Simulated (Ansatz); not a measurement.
`C[SiH](O)O[SiH](O)O` + `[SnH4]` → `C[SiH](O)[SnH3]` + `O[SiH](O)O`  (formal exchange of groups at the Si–O bond)

Program: Ansatz. Geometries: PBE0-D4/def2-TZVP. ΔE: electronic, gas phase. CCSD(T)/CBS adds triple-zeta CCSD(T) − MP2 to the extrapolated MP2 energy (def2 sets, frozen cores). def2 core potentials past Kr. For Sn outer-core shells are correlated without core-valence functions, which leaves a few kJ/mol of doubt a bond. Each species was taken in one conformer, which may not be the lowest.

```json
{"species": "`C[SiH](O)O[SiH](O)O`", "MP2/CBS(def2) energy (Eh)": "-921.92426"}
{"species": "`[SnH4]`", "MP2/CBS(def2) energy (Eh)": "-216.36563"}
{"species": "`C[SiH](O)[SnH3]`", "MP2/CBS(def2) energy (Eh)": "-621.11750"}
{"species": "`O[SiH](O)O`", "MP2/CBS(def2) energy (Eh)": "-517.12754"}
```

Q: Work out ΔE.

A: ΔE = (-621.11750) + (-517.12754) − (-921.92426) − (-216.36563) = 0.04485 Eh = +28.1 kcal/mol. CCSD(T)/CBS gives +28.6 kcal/mol.

Largest T1 diagnostic among the species: 0.013.

The D4 term adds +1.1 kcal/mol with B3LYP and +0.6 kcal/mol with PBE0; it sums over pairs of atoms, weighted by their polarisabilities, and B3LYP, whose exchange is more repulsive, gets the larger term. In def2-TZVPP, CCSD(T) changes the Hartree–Fock value by −4.5 kcal/mol (the triples alone add −0.6 kcal/mol) and MP2 by −4.9 kcal/mol.

B3LYP here is the variant with VWN-RPA as its local correlation; programs differ in this.
